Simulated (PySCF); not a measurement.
## EPR parameters of [C5H6O2]+

Compound: C₅H₆O₂ (charge +1 and doublet state).
Geometry (GFN2-xTB, Å), atoms numbered from 1 in this order:
```xyz
13
C5H6O2 angstrom
C      2.3725   -0.0063    0.0809
O      1.2187   -0.7823   -0.1836
C      0.0300   -0.3241   -0.0940
C     -1.1826   -1.0231   -0.3365
C     -2.1960   -0.1047   -0.1089
C     -1.5759    1.0852    0.2535
O     -0.2454    0.9505    0.2613
H      2.1391    1.0202    0.3613
H      2.9285   -0.5119    0.8773
H      2.9960   -0.0335   -0.8188
H     -1.2584   -2.0507   -0.6332
H     -3.2527   -0.2673   -0.1925
H     -1.9780    2.0486    0.5154
```

The hyperfine couplings belong to this conformer and change with its torsions.

The species is `CO[C+]1[CH]C=CO1` [radical] (charge +1).

Method used: PySCF, UKS B3LYP, pcH-1 on C H O, non-relativistic, mean-field spin-orbit, GIAO. One conformer (not necessarily the lowest) at the GFN2-xTB geometry, without solvent, vibrations or thermal averaging. The geometry wasn't refined by DFT: couplings that depend on bond lengths, twists or pyramidal angles can differ widely from those at the functional's own minimum, by a factor of two or more for some ions and for spin on atoms past the first row. The SCF solution wasn't tested for stability.

| Item | Value |
| --- | --- |
| g1, g2, g3 | 2.00209, 2.00301, 2.00375 |
| g_iso | 2.00295 |
| Form of g | rhombic: the two nearest values differ by 45 % of g3 − g1 |
| ⟨S²⟩ | 0.7610 (exact 0.7500) |
| HOMO–LUMO gap, α and β orbitals | 6.07, 4.13 eV |
| Total energy | -344.28361 Eh |

Isotropic coupling and dipolar principal values T1 to T3, in MHz:

```
atom  isotope  a_iso     T1     T2    T3  Mulliken spin population
  C1      13C   -6.2   -1.6    0.8   0.8                     -0.01
  O2      17O  -23.5  -70.2   34.3  35.9                      0.18
  C3      13C    5.1  -21.7  -18.7  40.5                      0.20
  C4      13C   15.0  -22.8  -21.1  43.9                      0.25
  C5      13C  -21.3   -4.6    1.8   2.8                     -0.07
  C6      13C   48.5  -45.8  -43.6  89.4                      0.50
  O7      17O    5.3   -2.7   -2.3   5.0                     -0.04
  H8       1H   -0.6   -2.4   -1.2   3.6                      0.00
  H9       1H   30.1   -2.5   -1.8   4.4                      0.01
 H10       1H   29.6   -2.5   -1.8   4.4                      0.01
 H11       1H  -20.2  -11.3   -2.8  14.0                     -0.01
 H12       1H    0.3   -3.4   -2.2   5.6                      0.00
 H13       1H  -40.0  -20.9   -2.4  23.2                     -0.02
```

The largest Mulliken spin populations are on C6 (+0.50), C4 (+0.25), C3 (+0.20) and O2 (+0.18). Four atoms exceed +0.15. The angles at C6 add up to 360.0°, so it is planar.

C4, the radical centre as drawn in `CO[C+]1[CH]C=CO1`, holds a spin population of +0.25 out of 1.

Axes: g2 points within 1° of the C4–C5 bond.

Under fast tumbling the dipolar parts average out, and these isotropic splittings remain: 1 × 1H (H13, I = 1/2, 2 lines) with 1.43 mT, 1 × 1H (H11, I = 1/2, 2 lines) with 0.72 mT and 3 × 1H (H8/H9/H10, I = 1/2, 4 lines) with 0.70 mT.

Class means assume fast exchange of nuclei equivalent by connectivity; if that motion is slow, each nucleus keeps its own coupling. The three 1H nuclei of mean +19.7 MHz run from -0.6 to 30.1 MHz in the frozen geometry.

The 13C coupling of C6 (48.5 MHz) shows only in satellite lines or after enrichment, since that isotope makes up about 1.07 % of natural carbon.

The 17O coupling of O2 (-23.5 MHz) shows only in satellite lines or after enrichment, since that isotope makes up about 0.038 % of natural oxygen.

Examples of negative spin density at the nucleus (bohr⁻³): C5 (-0.0190), H13 (-0.0090) and O7 (-0.0087).
